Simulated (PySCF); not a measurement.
## Silver: a sound run and one with changed settings

Sound run: Ag [Kr] 4d10 5s1, Ag⁺ [Kr] 4d10. All numbers are calculated (PySCF 2.14, scalar relativity through the core potential, in cc-pVDZ-PP with ECP28MDF (4s4p3d1f, 38 functions)). The sound run starts from symmetry-adapted Hartree-Fock orbitals and uses a fine grid where one is needed.

Changed run: basis STO-3G, all-electron and non-relativistic. This setting is unsound on purpose.

```json
{"species": "Ag", "method": "UHF", "sound run (hartree)": "-146.05409", "changed run (hartree)": "-5146.35124", "converged": "yes"}
{"species": "Ag", "method": "r2SCAN", "sound run (hartree)": "-146.95774", "changed run (hartree)": "-5148.36512", "converged": "yes"}
{"species": "Ag", "method": "PBE", "sound run (hartree)": "-146.92498", "changed run (hartree)": "-5147.62071", "converged": "yes"}
{"species": "Ag⁺", "method": "UHF", "sound run (hartree)": "-145.82049", "changed run (hartree)": "-5146.23635", "converged": "yes"}
{"species": "Ag⁺", "method": "r2SCAN", "sound run (hartree)": "-146.66840", "changed run (hartree)": "-5148.22567", "converged": "yes"}
{"species": "Ag⁺", "method": "PBE", "sound run (hartree)": "-146.63052", "changed run (hartree)": "-5147.47040", "converged": "yes"}
```

Ionisation energy of Ag:

```
method  sound run (eV)  changed run (eV)
   UHF           6.356             3.126
r2SCAN           7.873             3.795
   PBE           8.012             4.090
```

A minimal basis cannot let orbitals breathe on ionisation and holds almost no correlation. The Hamiltonian changed with the basis, so the totals do not compare.

For comparison, NIST gives 7.576 eV between the lowest levels.
